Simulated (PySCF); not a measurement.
# Structure from 2D NMR

Compound of formula C₆H₈O₂Si₂. Correlations simulated from computed shifts and the bond graph:

HSQC (one-bond C–H):
```tsv
δH	δC
7.68	164.2
2.47	28.2
2.08	103.7
```

COSY cross peaks (H two or three bonds apart, from the bond graph; peaks can be absent where the dihedral angle is near 90°):
```tsv
δH	δH
7.68	5.49
5.38	5.34
```

HMBC (two and three bonds, from the bond graph):
```tsv
δH	δC
7.68	204.6, 172.4, 88.1
5.49	172.4, 164.2, 103.7, 88.1
5.38	204.6, 172.4, 164.2
5.34	204.6, 172.4, 164.2
2.47	204.6, 172.4
2.08	88.1
```

Carbons without hydrogens: δ 204.6, 172.4, 88.1.

Rapidly exchanging positions averaged, non-relativistic Hamiltonian, in vacuum, one conformer. σ from GIAO-PBE0/pcSseg-1; GFN2-xTB geometry; PySCF 2.14.

Referencing at the same level of theory: ¹H and ¹³C against TMS.

Exchangeable hydrogens are left out of these lists.

Problem. Assemble the structure.

Solution. SMILES C#C[Si@H]1C=C(C(C)=O)[SiH2]O1.

Atoms are numbered as in `[CH:1]#[C:2][Si@H:3]1[CH:4]=[C:5]([C:6]([CH3:7])=[O:8])[SiH2:9][O:10]1`. Hydrogens are named by the atom that carries them. Ha(Si9) is cis to C2 on the ring; Hb(Si9) is trans to C2 on the ring.

- δC 204.6 is C6, a ketone carbonyl carbon.
- δC 172.4 is C5, an α carbon of a C=C–C=O unit.
- δC 164.2 is C4, a β carbon of a C=C–C=O unit (δH 7.68).
- δC 103.7 is C1, a terminal alkyne carbon (δH 2.08).
- δC 88.1 is C2, an alkyne carbon.
- δC 28.2 is C7, a methyl carbon α to a carbonyl (δH 2.47).
- HMBC from δH 7.68 reaches the proton-free carbons C6, C5, C2.
- HMBC from δH 5.49 reaches the proton-free carbons C5, C2.
- HMBC from δH 5.38 reaches the proton-free carbons C6, C5.
- HMBC from δH 5.34 reaches the proton-free carbons C6, C5.
- COSY links 7.68–5.49, 5.38–5.34.

The data come from this structure; uniqueness wasn't tested.

Shifts are as computed. Against solution values, carbons near 30 ppm lie about +3 ppm off and those near 130 ppm about +5 ppm. Of 1309 compounds with measured shifts, 239 miss one by over three times the rms of a fit or turn the order of signals round; such compounds aren't used in these exercises.
